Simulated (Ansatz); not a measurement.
Cost and result for the atomization energy of AlH5N2S (`[NH2][Al]([NH2])[SH]`) (9 atoms, 8 bonds).

Z-matrix (Å, degrees):
```
N
Al 1 1.765
H 1 1.006 2 124.9
H 1 1.006 2 124.9 3 -178.3
N 2 1.763 1 121.7 3 171.1
S 2 2.191 1 120.7 3 -8.8
H 5 1.006 2 124.2 1 172.0
H 5 1.006 2 125.5 1 -8.7
H 6 1.344 2 93.0 1 -13.1
```

Total charge 0; spin multiplicity 1. All single points use the PBE0-D4/def2-TZVP geometry. It is one conformer, not always the lowest. Program: Ansatz. All runs use 4 threads of an Arm Neoverse V2 on a shared host. Times are those of one run each, without the atoms' runs, and a repeat can differ threefold. Electronic energies, without spin–orbit coupling; frozen cores. CCSD(T)/CBS adds CCSD(T) − MP2 in def2-TZVPP to the MP2 limit, and its time is that of the two runs behind it. T1 = 0.010. B3LYP takes the VWN-RPA correlation (the form of Gaussian; ORCA's B3LYP/G). HSE06 is the plane-wave form, built on full-range PBE exchange.

CCSD(T)/CBS is a level of theory with its own doubt, some kJ/mol a heavy atom from the limit and from the frozen cores, so smaller differences don't rank the functionals.

```csv
level,functions,wall time,atomization (kJ/mol),difference from CCSD(T)/CBS,per bond
LDA (SPW92)/def2-TZVPP,216,0.75 s,3435.5,405.0,50.6
BLYP-D4/def2-TZVPP,216,1.2 s,3026.6,-3.9,-0.5
CCSD(T)/def2-SVP,89,1.2 s,2752.5,-278.0,-34.8
PBE-D4/def2-TZVPP (with forces),216,1.4 s,3059.1,28.6,3.6
HSE06-D4/def2-TZVPP,216,1.7 s,2999.4,-31.1,-3.9
CAM-B3LYP-D4/def2-TZVPP,216,1.9 s,3036.9,6.4,0.8
B3LYP-D4/def2-TZVPP (with forces),216,2.3 s,3025.6,-4.9,-0.6
r2SCANh-D4/def2-TZVPP,216,2.6 s,2988.9,-41.6,-5.2
PBE-QIDH/def2-TZVPP,216,2.7 s,2969.3,-61.2,-7.7
ωB97X-V/def2-TZVPP,216,4.3 s,3040.3,9.8,1.2
MP2/def2-QZVPP,404,8.5 s,3026.9,-3.6,-0.4
CCSD(T)/def2-TZVPP,216,33 s,2919.5,-111.0,-13.9
CCSD(T)/CBS(def2),–,42 s,3030.5,0.0,0.0
```

From BLYP to BHLYP (50 % exact exchange), in def2-TZVPP and without D4, the atomization energy moves by −83.9 kJ/mol: exact exchange takes away binding that semilocal exchange gives to molecules. In def2-TZVPP, CCSD(T) changes the Hartree–Fock value by +860.1 kJ/mol (the triples alone add +47.8 kJ/mol) and MP2 by +900.9 kJ/mol; breaking electron pairs costs correlation energy, which Hartree–Fock lacks. The D4 term adds +27.5 kJ/mol with B3LYP and +14.6 kJ/mol with PBE0; it sums over pairs of atoms, weighted by their polarisabilities, and B3LYP, whose exchange is more repulsive, gets the larger term.
